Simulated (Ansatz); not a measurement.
C₂H₃AlCl₂O, SMILES `ClC1[CH2][Al]([Cl])[O]1` at its PBE0-D4/def2-TZVP geometry, where that method's forces vanish. Total charge 0; spin multiplicity 1.

```json
{"atom": "Cl1", "x (Å)": "-0.709", "y (Å)": "-2.277", "z (Å)": "0.245"}
{"atom": "C2", "x (Å)": "0.387", "y (Å)": "-0.881", "z (Å)": "-0.093"}
{"atom": "C3", "x (Å)": "0.089", "y (Å)": "0.286", "z (Å)": "0.872"}
{"atom": "Al4", "x (Å)": "-0.473", "y (Å)": "1.088", "z (Å)": "-0.797"}
{"atom": "Cl5", "x (Å)": "-1.244", "y (Å)": "2.730", "z (Å)": "-1.795"}
{"atom": "O6", "x (Å)": "0.165", "y (Å)": "-0.401", "z (Å)": "-1.394"}
{"atom": "H7", "x (Å)": "1.394", "y (Å)": "-1.290", "z (Å)": "-0.009"}
{"atom": "H8", "x (Å)": "-0.612", "y (Å)": "0.048", "z (Å)": "1.666"}
{"atom": "H9", "x (Å)": "1.004", "y (Å)": "0.697", "z (Å)": "1.304"}
```

(1) For each bond, give half the difference of the two atoms' forces along it (eV/Å; positive pushes the atoms apart) under PBE-D4, r2SCAN-D4, B3LYP-D4, ωB97M-V in def2-TZVPP. (An estimate is asked.)

Results:

(1) Computed: 
```csv
bond,length (Å),PBE-D4,r2SCAN-D4,B3LYP-D4,ωB97M-V
Cl1–C2,1.807,0.26,0.26,0.28,-0.01
C2–C3,1.543,-0.04,0.04,0.14,0.13
C2–O6,1.404,0.39,0.25,0.27,0.29
C2–H7,1.091,0.10,-0.10,-0.25,-0.24
C3–Al4,1.935,0.06,0.01,0.09,0.03
C3–H8,1.086,0.08,-0.06,-0.10,-0.08
C3–H9,1.092,0.07,-0.03,-0.11,-0.09
Al4–Cl5,2.071,0.04,0.02,0.03,0.00
Al4–O6,1.726,0.42,0.08,0.05,0.01
```

B3LYP here is the variant with VWN-RPA as its local correlation; programs differ in this.
